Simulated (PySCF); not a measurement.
PySCF input file for Zr(Cl)3(OH) cation (Cl3HOZr), SMILES [OH][Zr]([Cl])([Cl])[Cl] (connectivity only; charge and spin as stated), charge +1, multiplicity 2, TDA-B3LYP/def2-SVPD. The structure is a stationary point at PBE0-D3(BJ)/def2-SVP. The geometry has at least one imaginary mode, so it is a saddle point at that level. The multiplicity is an assumed one; no other spin state was optimised. The isomer is the one that the SMILES or the coordinates give; other isomers of the formula were not compared. The def2 effective core potentials stand for the cores of Zr; spin–orbit coupling is left out. Other conformers were not sampled.

```python
import numpy as np
from pyscf import gto, scf, dft, tdscf

mol = gto.M(
    atom='''
    Zr   -0.21585740   -0.31289439   -0.00000000
    Cl    0.94492869   -0.36995268   -2.04202983
    Cl    0.94492870   -0.36995270    2.04202983
    Cl   -0.34000364    2.10405874    0.00000002
    O    -1.87231854   -1.13736836   -0.00000000
    H    -2.73466966   -1.57588433   -0.00000001
    ''',
    basis='def2-SVPD',
    ecp={'Zr': 'def2-svp'},
    charge=1,
    spin=1,
    max_memory=1600,
    verbose=4,
)
mf = dft.UKS(mol, xc='b3lyp').density_fit(auxbasis='def2-universal-jkfit')
mf.grids.level = 3
mf.conv_tol = 1e-9
mf.max_cycle = 100
mf.kernel()
fine, coarse = mf.grids, dft.Grids(mol).set(level=1).build(with_non0tab=True)
for _ in range(3):  # follow internal instabilities
    mf.grids = coarse
    mo, _, stable, _ = mf.stability(return_status=True, nroots=4)
    mf.grids = fine
    if stable:
        break
    mf.kernel(mf.make_rdm1(mo, mf.mo_occ))
mf.grids = dft.Grids(mol).set(level=1).build(with_non0tab=True)  # coarser grid for the response kernel
td = tdscf.TDA(mf)
td.nstates = 10
td.conv_tol = 1e-4
td.positive_eig_threshold = 1e-6
td.kernel(x0=td.get_init_guess(mf, 15))
td.analyze(verbose=3)
```

Log of the run:

```
PySCF version 2.14.0

[INPUT] verbose = 4
[INPUT] num. atoms = 6
[INPUT] num. electrons = 71
[INPUT] charge = 1
[INPUT] spin (= nelec alpha-beta = 2S) = 1
[INPUT] symmetry False subgroup None
[INPUT] Mole.unit = angstrom
[INPUT] Symbol           X                Y                Z      unit          X                Y                Z       unit  Magmom
[INPUT]  1 Zr    -0.215857400000  -0.312894390000   0.000000000000 AA   -0.407911367961  -0.591284703013   0.000000000000 Bohr   0.0
[INPUT]  2 Cl     0.944928690000  -0.369952680000  -2.042029830000 AA    1.785656431344  -0.699109244249  -3.858877116892 Bohr   0.0
[INPUT]  3 Cl     0.944928700000  -0.369952700000   2.042029830000 AA    1.785656450241  -0.699109282043   3.858877116892 Bohr   0.0
[INPUT]  4 Cl    -0.340003640000   2.104058740000   0.000000020000 AA   -0.642513760955   3.976094768597   0.000000037795 Bohr   0.0
[INPUT]  5 O     -1.872318540000  -1.137368360000   0.000000000000 AA   -3.538169258546  -2.149314703146   0.000000000000 Bohr   0.0
[INPUT]  6 H     -2.734669660000  -1.575884330000  -0.000000010000 AA   -5.167776698557  -2.977989787694  -0.000000018897 Bohr   0.0

nuclear repulsion = 363.166054841748
number of shells = 58
number of NR pGTOs = 238
number of NR cGTOs = 146
basis = def2-SVPD
ecp = {'Zr': 'def2-svp'}


******** <class 'pyscf.df.df_jk.DFUKS'> ********
method = DFUKS
initial guess = minao
damping factor = 0
level_shift factor = 0
DIIS = <class 'pyscf.scf.diis.CDIIS'>
diis_start_cycle = 1
diis_space = 8
diis_damp = 0
SCF conv_tol = 1e-09
SCF conv_tol_grad = None
SCF max_cycles = 100
direct_scf = False
number electrons alpha = 36  beta = 35
XC library pyscf.dft.libxc version 7.1.2
    S. Lehtola, C. Steigemann, M. J. T. Oliveira, and M. A. L. Marques,  SoftwareX 7, 1–5 (2018)
XC functionals = b3lyp
    P. J. Stephens, F. J. Devlin, C. F. Chabalowski, and M. J. Frisch,  J. Phys. Chem. 98, 11623 (1994)
radial grids:
    Treutler-Ahlrichs [JCP 102, 346 (1995); DOI:10.1063/1.469408] (M4) radial grids

becke partition: Becke, JCP 88, 2547 (1988); DOI:10.1063/1.454033
pruning grids: <function nwchem_prune>
grids dens level: 3
symmetrized grids: False
atomic radii adjust function: <function treutler_atomic_radii_adjust>
small_rho_cutoff = 0
Set gradient conv threshold to 3.16228e-05
tot grids = 102920
******** <class 'pyscf.df.df.DF'> ********
auxbasis = def2-universal-jkfit
init E= -1497.29268176303
  alpha nocc = 36  HOMO = -0.514972286507847  LUMO = -0.423709143826404
  beta  nocc = 35  HOMO = -0.525153680512896  LUMO = -0.514972286507846

WARN: HOMO -0.514972286507847 >= LUMO -0.514972286507846

cycle= 1 E= -1502.26885112263  delta_E= -4.98  |g|= 1.18  |ddm|= 5.44
  alpha nocc = 36  HOMO = -0.218737558019785  LUMO = -0.15325409859593
  beta  nocc = 35  HOMO = -0.221070418554372  LUMO = -0.218560804386223

WARN: HOMO -0.218737558019785 >= LUMO -0.218560804386223

cycle= 2 E= -1500.76721906185  delta_E=  1.5  |g|= 1.92  |ddm|= 4.93
  alpha nocc = 36  HOMO = -0.503440465471439  LUMO = -0.23505076024961
  beta  nocc = 35  HOMO = -0.496108886970657  LUMO = -0.466767559543727
  HOMO = -0.496108886971  LUMO = -0.466767559544  gap/eV = 0.79842
cycle= 3 E= -1502.8127962622  delta_E= -2.05  |g|= 0.601  |ddm|= 2.39
  alpha nocc = 36  HOMO = -0.53136775084522  LUMO = -0.319967091804662
  beta  nocc = 35  HOMO = -0.518027943036848  LUMO = -0.477351310726277
  HOMO = -0.518027943037  LUMO = -0.477351310726  gap/eV = 1.10687
cycle= 4 E= -1502.92669595313  delta_E= -0.114  |g|= 0.323  |ddm|= 1.29
  alpha nocc = 36  HOMO = -0.537684899528643  LUMO = -0.300185343647956
  beta  nocc = 35  HOMO = -0.526638909435754  LUMO = -0.483153162591606
  HOMO = -0.526638909436  LUMO = -0.483153162592  gap/eV = 1.18331
cycle= 5 E= -1502.97660454066  delta_E= -0.0499  |g|= 0.0493  |ddm|= 0.459
  alpha nocc = 36  HOMO = -0.53608994376318  LUMO = -0.291539934524004
  beta  nocc = 35  HOMO = -0.520533524807633  LUMO = -0.469376918012273
  HOMO = -0.520533524808  LUMO = -0.469376918012  gap/eV = 1.39204
cycle= 6 E= -1502.97656211039  delta_E= 4.24e-05  |g|= 0.0456  |ddm|= 0.146
  alpha nocc = 36  HOMO = -0.531633160917216  LUMO = -0.291789193029916
  beta  nocc = 35  HOMO = -0.518676245551223  LUMO = -0.471242919580369
  HOMO = -0.518676245551  LUMO = -0.47124291958  gap/eV = 1.29073
cycle= 7 E= -1502.97805707596  delta_E= -0.00149  |g|= 0.00816  |ddm|= 0.0799
  alpha nocc = 36  HOMO = -0.533115548576963  LUMO = -0.292178932471121
  beta  nocc = 35  HOMO = -0.519745785262692  LUMO = -0.471513493240678
  HOMO = -0.519745785263  LUMO = -0.471513493241  gap/eV = 1.31247
cycle= 8 E= -1502.97810767302  delta_E= -5.06e-05  |g|= 0.00238  |ddm|= 0.0154
  alpha nocc = 36  HOMO = -0.532780836359925  LUMO = -0.29218519145032
  beta  nocc = 35  HOMO = -0.519384287264071  LUMO = -0.471180534628488
  HOMO = -0.519384287264  LUMO = -0.471180534628  gap/eV = 1.31169
cycle= 9 E= -1502.97811267462  delta_E= -5e-06  |g|= 0.000837  |ddm|= 0.00457
  alpha nocc = 36  HOMO = -0.532722135547384  LUMO = -0.292161394214018
  beta  nocc = 35  HOMO = -0.519310413697418  LUMO = -0.471099794271083
  HOMO = -0.519310413697  LUMO = -0.471099794271  gap/eV = 1.31188
cycle= 10 E= -1502.97811346629  delta_E= -7.92e-07  |g|= 0.000412  |ddm|= 0.00224
  alpha nocc = 36  HOMO = -0.532719453221094  LUMO = -0.292143040865909
  beta  nocc = 35  HOMO = -0.519321145342125  LUMO = -0.471129325303316
  HOMO = -0.519321145342  LUMO = -0.471129325303  gap/eV = 1.31137
cycle= 11 E= -1502.97811361431  delta_E= -1.48e-07  |g|= 0.000131  |ddm|= 0.0011
  alpha nocc = 36  HOMO = -0.532715848273473  LUMO = -0.292161670671748
  beta  nocc = 35  HOMO = -0.519317383290013  LUMO = -0.471135766369493
  HOMO = -0.51931738329  LUMO = -0.471135766369  gap/eV = 1.31109
cycle= 12 E= -1502.97811364838  delta_E= -3.41e-08  |g|= 5.19e-05  |ddm|= 0.000516
  alpha nocc = 36  HOMO = -0.532708954077102  LUMO = -0.292153592832343
  beta  nocc = 35  HOMO = -0.51930961412406  LUMO = -0.471139012541414
  HOMO = -0.519309614124  LUMO = -0.471139012541  gap/eV = 1.31079
cycle= 13 E= -1502.97811366846  delta_E= -2.01e-08  |g|= 3.82e-05  |ddm|= 0.000489
  alpha nocc = 36  HOMO = -0.532705771606562  LUMO = -0.292157487353548
  beta  nocc = 35  HOMO = -0.519304209532619  LUMO = -0.471141115606649
  HOMO = -0.519304209533  LUMO = -0.471141115607  gap/eV = 1.31058
cycle= 14 E= -1502.97811368039  delta_E= -1.19e-08  |g|= 2.44e-05  |ddm|= 0.000442
  alpha nocc = 36  HOMO = -0.532703555839138  LUMO = -0.292155657590709
  beta  nocc = 35  HOMO = -0.519299569304643  LUMO = -0.471141581442481
  HOMO = -0.519299569305  LUMO = -0.471141581442  gap/eV = 1.31045
cycle= 15 E= -1502.97811368524  delta_E= -4.85e-09  |g|= 1.25e-05  |ddm|= 0.000266
  alpha nocc = 36  HOMO = -0.532701559283718  LUMO = -0.292156173313579
  beta  nocc = 35  HOMO = -0.51929342479598  LUMO = -0.471141635994499
  HOMO = -0.519293424796  LUMO = -0.471141635994  gap/eV = 1.31028
cycle= 16 E= -1502.97811368867  delta_E= -3.43e-09  |g|= 1.48e-05  |ddm|= 0.000385
  alpha nocc = 36  HOMO = -0.532700349332374  LUMO = -0.292156123517682
  beta  nocc = 35  HOMO = -0.51929149170765  LUMO = -0.471141448029186
  HOMO = -0.519291491708  LUMO = -0.471141448029  gap/eV = 1.31023
cycle= 17 E= -1502.97811368907  delta_E= -3.92e-10  |g|= 6.2e-06  |ddm|= 8.84e-05
  alpha nocc = 36  HOMO = -0.532700720907706  LUMO = -0.292156015115343
  beta  nocc = 35  HOMO = -0.519291311232999  LUMO = -0.471141307920796
  HOMO = -0.519291311233  LUMO = -0.471141307921  gap/eV = 1.31023
Extra cycle  E= -1502.9781136889  delta_E= 1.68e-10  |g|= 1.8e-05  |ddm|= 4.36e-05
converged SCF energy = -1502.9781136889  <S^2> = 0.75975302  2S+1 = 2.0097294
tot grids = 34808
uhf_internal: lowest eigs of H = [0.02403762 0.02843426 0.06043521 0.0886237 ]
<class 'pyscf.df.df_jk.DFUKS'> wavefunction is stable in the internal stability analysis
tot grids = 34808
Overwritten attributes  positive_eig_threshold  of <class 'pyscf.tdscf.uks.TDA'>


******** <class 'pyscf.tdscf.uks.TDA'> for <class 'pyscf.df.df_jk.DFUKS'> ********
nstates = 10
deg_eia_thresh = 1.000e-03
wfnsym = None
conv_tol = 0.0001
eigh lindep = 1e-12
eigh level_shift = 0
eigh max_cycle = 100


Excitation energies (eV)
[0.34848676 0.40511415 0.84512438 1.22655234 1.29340214 1.60913291
 2.01723282 2.10778764 2.28109346 2.43833172]

** Excitation energies and oscillator strengths **
Excited State   1:      0.34849 eV   3557.79 nm  f=0.0016
Excited State   2:      0.40511 eV   3060.48 nm  f=0.0001
Excited State   3:      0.84512 eV   1467.05 nm  f=0.0013
Excited State   4:      1.22655 eV   1010.83 nm  f=0.0020
Excited State   5:      1.29340 eV    958.59 nm  f=0.0468
Excited State   6:      1.60913 eV    770.50 nm  f=0.0008
Excited State   7:      2.01723 eV    614.63 nm  f=0.0211
Excited State   8:      2.10779 eV    588.22 nm  f=0.0805
Excited State   9:      2.28109 eV    543.53 nm  f=0.0023
Excited State  10:      2.43833 eV    508.48 nm  f=0.0457
```

Self-consistency was reached.
